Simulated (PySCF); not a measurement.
All of these have the formula C4H8ClFSi2. Computed, not measured: TDDFT CAM-B3LYP/def2-SVPD, vertical, gas phase, core orbitals frozen in the response in PySCF. Geometries: GFN2-xTB; one conformer of each isolated species. Triplets are in the Tamm–Dancoff approximation. 'Strongest' means the level of largest summed f among the lowest 8 singlets; it needn't be the same kind of state in each.

Problem. Rank by computed HOMO energy, highest first.
A. `FC1=C(Cl)C[SiH2][SiH2]C1`
B. `Cl[Si@@]1(C=C)[C@H](F)[SiH2]C1`
C. `C=C(F)[C@@H]1[SiH2]C[Si@@H]1Cl`
D. `F[C@@H](Cl)C[SiH2]C#C[SiH3]`
E. `C1=CC[C@H]([Si@@]1([SiH3])F)Cl`

Solution. A (-7.97 eV), C (-8.15 eV), B (-8.90 eV), E (-9.17 eV), D (-9.57 eV).

```csv
SMILES,HOMO (eV),f (strongest),gap (eV),f (S1),first f ≥ 0.01 (nm),S1 mainly
FC1=C(Cl)C[SiH2][SiH2]C1,-7.97,0.16,8.38,0.015,225,H→L (74%)
C=C(F)[C@@H]1[SiH2]C[Si@@H]1Cl,-8.15,0.36,8.76,0.004,197,H→L (76%)
C=C[Si@@]1(Cl)C[SiH2][C@H]1F,-8.90,0.23,9.00,0.029,215,H→L (62%)
F[Si@@]1([SiH3])C=CC[C@H]1Cl,-9.17,0.12,9.07,0.023,212,H→L (83%)
F[C@@H](Cl)C[SiH2]C#C[SiH3],-9.57,1.01,9.89,0.000,162,H-1→L (49%)
```

H and L stand for HOMO and LUMO.

- `FC1=C(Cl)C[SiH2][SiH2]C1`: Löwdin shares by element: HOMO carbon 48% or more, chlorine 18%, fluorine 8% (atoms not listed hold the other 26%); LUMO silicon 44%, carbon 15% or more (atoms not listed hold the other 42%).
- `C=C(F)[C@@H]1[SiH2]C[Si@@H]1Cl`: Löwdin shares by element: HOMO carbon 70% or more, fluorine 6% (atoms not listed hold the other 24%); LUMO silicon 35%, carbon 20% or more (atoms not listed hold the other 45%).
- `C=C[Si@@]1(Cl)C[SiH2][C@H]1F`: Löwdin shares by element: HOMO carbon 31% or more, silicon 22%, fluorine 18% (atoms not listed hold the other 29%); LUMO carbon 44% or more, silicon 19% (atoms not listed hold the other 37%).
- `F[Si@@]1([SiH3])C=CC[C@H]1Cl`: Löwdin shares by element: HOMO chlorine 32%, silicon 22%, carbon 18% or more (atoms not listed hold the other 28%); LUMO silicon 34%, carbon 33% or more (atoms not listed hold the other 33%).
- `F[C@@H](Cl)C[SiH2]C#C[SiH3]`: Löwdin shares by element: HOMO carbon 66% or more, chlorine 13% (atoms not listed hold the other 21%); LUMO carbon 48% or more, silicon 28% (atoms not listed hold the other 24%).
